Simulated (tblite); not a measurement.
C₄H₁₁BO.
Bonds: B1–O2, O2–C3, C3–C4, C4–C5, C5–C6, O2–C6. Hydrogens: H7, H8, H9 on B1; H10, H11 on C3; H12, H13 on C4; H14, H15 on C5; H16, H17 on C6.

Computed with GFN2-xTB (tblite), gas phase: Langevin dynamics at 600 K from the optimised GFN2-xTB geometry, time step 0.5 fs, friction 0.01 fs⁻¹, 2000 steps.

Start geometry:
```
atom  x, y, z in Å
B1      2.179    0.400   -0.285
O2      0.586    0.110   -0.484
C3     -0.258    1.104    0.076
C4     -1.658    0.481    0.061
C5     -1.382   -1.034    0.052
C6      0.147   -1.123    0.065
H7      2.706   -0.513   -0.830
H8      2.371    0.429    0.895
H9      2.348    1.445   -0.820
H10    -0.164    2.001   -0.535
H11     0.068    1.334    1.098
H12    -2.204    0.777   -0.833
H13    -2.234    0.791    0.930
H14    -1.811   -1.538    0.915
H15    -1.788   -1.494   -0.847
H16     0.535   -1.233    1.086
H17     0.551   -1.925   -0.554
```

The statistics below take the 31 frames saved every 25 fs from 250 to 1000 fs; their kinetic temperature (all 3N coordinates) averages 629 K.

Task: Give the mean, spread and extremes of the bond lengths.

Result: 
```csv
bond,start (Å),mean (Å),standard deviation (Å),shortest (Å),longest (Å)
B1–O2,1.631,1.735,0.147,1.488,2.049
O2–C3,1.419,1.433,0.041,1.371,1.544
C3–C4,1.532,1.531,0.053,1.421,1.630
C4–C5,1.540,1.538,0.047,1.467,1.653
C5–C6,1.532,1.545,0.051,1.414,1.643
O2–C6,1.419,1.430,0.032,1.372,1.485
B1–H7,1.187,1.202,0.051,1.101,1.306
B1–H8,1.195,1.187,0.037,1.113,1.261
B1–H9,1.187,1.211,0.066,1.051,1.336
C3–H10,1.090,1.097,0.040,1.025,1.171
C3–H11,1.097,1.104,0.034,1.029,1.165
C4–H12,1.089,1.103,0.048,1.023,1.201
C4–H13,1.088,1.100,0.055,1.017,1.245
C5–H14,1.088,1.094,0.045,0.994,1.174
C5–H15,1.089,1.091,0.047,0.979,1.192
C6–H16,1.097,1.106,0.037,1.025,1.176
C6–H17,1.090,1.107,0.047,1.020,1.226
```

Task: How far does each atom move about its mean position (frames aligned on the start, all atoms weighted alike), and what rms force does it feel?

Result: 
| atom | rms displacement (Å) | rms force (eV/Å) |
| --- | --- | --- |
| B1 | 0.23 | 2.34 |
| O2 | 0.17 | 1.87 |
| C3 | 0.16 | 2.71 |
| C4 | 0.13 | 2.50 |
| C5 | 0.16 | 3.09 |
| C6 | 0.20 | 2.43 |
| H7 | 0.95 | 1.10 |
| H8 | 0.91 | 0.92 |
| H9 | 0.95 | 1.48 |
| H10 | 0.29 | 1.41 |
| H11 | 0.30 | 1.19 |
| H12 | 0.27 | 1.55 |
| H13 | 0.29 | 1.65 |
| H14 | 0.42 | 1.66 |
| H15 | 0.43 | 1.63 |
| H16 | 0.41 | 1.36 |
| H17 | 0.41 | 1.45 |

The displacements run from 0.13 to 0.95 Å.

The run is classical and short, so these are rough statistics of one trajectory.

The cost below is that of the whole dynamics run. On one thread of an Arm Neoverse N1 (shared host), this took 16 s and 0.18 GiB of memory at its peak.
